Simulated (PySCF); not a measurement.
Species: C6H6N4.
SMILES with atom numbers: `[CH3:1][c:2]1[n:3][n:4][n:5][c:6]([C:7]#[N:8])[c:9]1[CH3:10]` (hydrogens: H11, H12, H13 on C1; H14, H15, H16 on C10)

Method used: TDDFT CAM-B3LYP/def2-SVPD, vertical, gas phase, core orbitals frozen in the response in PySCF. Isolated species at its GFN2-xTB geometry, gas phase.

Broadening: Gaussians 0.3 eV wide at half height, area fixed by f = 4.319×10⁻⁹ ∫ε dν̃. The width is an assumption, not a result. The curve ends short of the highest state used, and states not computed would add to its high-energy end.

```
λ (nm)  ε (L mol⁻¹ cm⁻¹)
 201.8              5461
 205.6              4902
 209.4              2133
 213.2               943
 216.9              2232
 220.7              5244
 224.5              6956
 228.3              5385
 232.1              2562
 235.8               814
 239.6               169
 243.4                25
 247.2                 3
 251.0                 2
 254.7                 9
 258.5                27
 262.3                60
 266.1                98
 269.8               123
 273.6               128
 277.4               123
 281.2               130
 285.0               155
 288.7               181
 292.5               189
 296.3               168
 300.1               130
 303.9                92
 307.6                75
 311.4                86
 315.2               130
 319.0               200
 322.7               276
 326.5               342
 330.3               378
 334.1               375
 337.9               339
 341.6               287
 345.4               229
 349.2               179
 353.0               140
 356.8               111
 360.5                89
 364.3                70
 368.1                53
 371.9                39
 375.6                28
 379.4                18
 383.2                12
 387.0                 7
 390.8                 4
 394.5                 2
 398.3                 1
 402.1                 1
 405.9                 0
 409.6                 0
```

Task: Locate the maxima and give the states behind the curve.

Result: 332 nm (3.74 eV), ε about 380, made up of S2 (98%); 292 nm (4.25 eV), ε about 190, made up of S3 (97%); 273 nm (4.55 eV), ε about 130, made up of S4 (92%) (hardly more than a shoulder); 225 nm (5.52 eV), ε about 7000, made up of S5 (100%); 203 nm (6.10 eV), ε about 5800, made up of S6 (100%) (ε in L mol⁻¹ cm⁻¹; maxima over ε = 5, shares over 10%). The states used: S1 3.48 eV (f 0.0008); S2 3.74 eV (f 0.0042); S3 4.24 eV (f 0.0021); S4 4.58 eV (f 0.0013); S5 5.52 eV (f 0.077); S6 6.10 eV (f 0.064); S7 6.51 eV (f 0.0000); S8 6.74 eV (f 0.398).

Task: On this curve, what absorbance would a 10⁻³ mol/L sample give at 248 nm over a 1 cm path?

Result: 248 nm is 4.999 eV, where ε is about 2 L mol⁻¹ cm⁻¹, so A = ε c l ≈ 0.002 (Beer–Lambert, with the gas-phase spectrum and the assumed width).

Task: Does any computed singlet lie in the visible range?

Result: No computed singlet lies in the visible range (380 to 750 nm); the lowest, at 357 nm, stands 0.21 eV above its violet end (3.26 eV); a Tamm–Dancoff triplet lies at 458 nm, without intensity as long as spin–orbit coupling is left out.

Task: What would ε be at 5.52 eV, the highest of these maxima, with half the width (0.15 eV)?

Result: About 13900 L mol⁻¹ cm⁻¹ against 6960, a factor of about 2.00; a lone state at its own centre would give exactly 2.
